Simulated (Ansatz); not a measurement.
Cartesian coordinates in Å:
```
O 1.082 -1.289 1.723
Si 0.597 -1.366 0.157
S 1.155 0.342 -0.990
Ge -0.722 1.513 -0.736
H 0.857 -0.505 2.225
H -0.882 -1.503 0.066
H 1.287 -2.544 -0.408
H -1.855 0.879 -1.554
H -0.408 2.928 -1.235
H -1.111 1.546 0.753
```

Total charge 0; spin multiplicity 1.

(1) List the B3LYP/def2-TZVPP orbital energies in eV (Ansatz 0.2.0). (Estimate.)

Answers

(1) Ansatz gave: Occupied: -10850.86, -2417.61, -1799.96, -1355.22, -1206.14, -1206.12, -1206.11, -520.80, -215.66, -169.76, -160.18, -160.13, -160.04, -144.35, -120.05, -119.98, -119.97, -99.71, -99.67, -99.64, -33.60, -33.57, -33.56, -33.49, -33.48, -27.70, -19.79, -15.75, -15.08, -12.83, -10.90, -10.68, -10.16, -10.01, -9.25, -8.95, -8.31, -7.28. Lowest empty: -0.54, -0.23, 0.34, 0.63, 0.88, 1.40, 1.82, 2.15.

B3LYP here is the variant with VWN-RPA as its local correlation; programs differ in this.
